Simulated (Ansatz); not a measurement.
CH4Cl2FNOW, SMILES `C[N]=[W]([OH])([F])([Cl])[Cl]` at its PBE0-D4/def2-TZVP geometry, where that method's forces vanish. The species carries charge 0 and has multiplicity 1. W takes the def2 core potential.

```tsv
atom	x (Å)	y (Å)	z (Å)
C1	-1.137	1.050	-1.192
N2	-0.356	0.181	-0.407
W3	0.433	-0.775	0.810
O4	2.181	-0.609	0.190
F5	-0.480	-2.332	0.374
Cl6	1.268	-2.041	2.638
Cl7	-0.196	0.762	2.392
H8	-1.962	0.507	-1.664
H9	-1.553	1.839	-0.554
H10	-0.532	1.518	-1.975
H11	2.333	-0.101	-0.613
```

**Question.** For each bond, give half the difference of the two atoms' forces along it (eV/Å; positive pushes the atoms apart) under PBE-D4, r2SCAN-D4, B3LYP-D4, ωB97M-V in def2-TZVPP. (An estimate is asked.)

**Answer.** Ansatz gave: 
```
  bond  length (Å)  PBE-D4  r2SCAN-D4  B3LYP-D4  ωB97M-V
 C1–N2       1.407   -0.45      -0.18      0.00     0.74
 C1–H8       1.095    0.13      -0.02     -0.07    -0.16
 C1–H9       1.097    0.13      -0.02     -0.07    -0.15
C1–H10       1.095    0.13      -0.02     -0.06    -0.16
 N2–W3       1.738    0.85       0.43      0.20    -0.81
 W3–O4       1.862    0.26       0.17      0.20     0.00
 W3–F5       1.857    0.29       0.03      0.16    -0.02
W3–Cl6       2.374   -0.27      -0.11      0.12     0.43
W3–Cl7       2.294    0.03       0.06      0.20     0.13
O4–H11       0.962    0.32      -0.01     -0.09    -0.03
```

B3LYP here is the variant with VWN-RPA as its local correlation; programs differ in this.
